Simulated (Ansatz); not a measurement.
Job for Ansatz (a program for electronic structure): R-r2SCAN/def2-TZVPPD on H8OSi2 (a complex), monomers drawn apart or pushed together. Files ending in .json are basis or fitting sets from the Basis Set Exchange.

Ansatz 0.2 input:
```yaml
crystal:
  periodic: [false, false, false]
  atoms:
    - {symbol: O, position_ang: [0.76908816, 0.68805834, 0.74716409]}
    - {symbol: H, position_ang: [1.57405291, 0.16663466, 0.65640225]}
    - {symbol: H, position_ang: [0.17031394, 0.35819565, 0.06837880]}
    - {symbol: Si, position_ang: [-1.42599261, -1.81306944, 5.19432021]}
    - {symbol: Si, position_ang: [-1.41419173, 0.44248758, 5.84782319]}
    - {symbol: H, position_ang: [-0.05297992, -2.29679951, 4.90349475]}
    - {symbol: H, position_ang: [-2.25406863, -2.01725807, 3.97925168]}
    - {symbol: H, position_ang: [-1.98472052, -2.68241277, 6.26207086]}
    - {symbol: H, position_ang: [-0.03291469, 0.97482477, 5.87530917]}
    - {symbol: H, position_ang: [-1.97926960, 0.57104260, 7.21683596]}
    - {symbol: H, position_ang: [-2.24647316, 1.25884538, 4.93516134]}
basis:
  gaussian:
    orbitals: def2-TZVPPD.json
hamiltonian:
  xc: {name: r2SCAN}
scf: {lower_state_search: off}
```

Program output:

```
Functional definition: r2SCAN
[...]
these checks for a lower state are left out or cut short: stability, starts, cluster_reference, orbital_swaps, neighbouring_geometries, increment
integrals: 0.20 GiB planned
1266 factors; their error is unknown
mean field: 1.27 GiB planned
mean field evaluation 1: about -17925.5171 eV, gradient 5.7e1 eV
mean field evaluation 2: about -17911.5923 eV, gradient 1.0e2 eV
mean field evaluation 4: about -17931.1397 eV, gradient 2.1e0 eV
mean field evaluation 8: about -17931.1478 eV, gradient 5.4e-2 eV
mean field evaluation 16: about -17931.1126 eV, gradient 1.3e-5 eV
mean field -17931.11258810 eV, -658.9562334680 hartree, gradient 5.3e-6 eV, S^2 0.000000; 0 other end points of the search recorded, 0 dependent functions left out
reference -17931.11261033 eV, -658.9562342851 hartree; 22, 22 occupied and 250, 250 virtual orbitals, 1266 factors
Total energy: -17931.11261033 eV, -658.9562342851 hartree
Checks for a lower state left out: stability, starts, cluster_reference, orbital_swaps, neighbouring_geometries, increment
```

The calculation finished and met its thresholds.

Cost: very roughly 5 core-seconds.
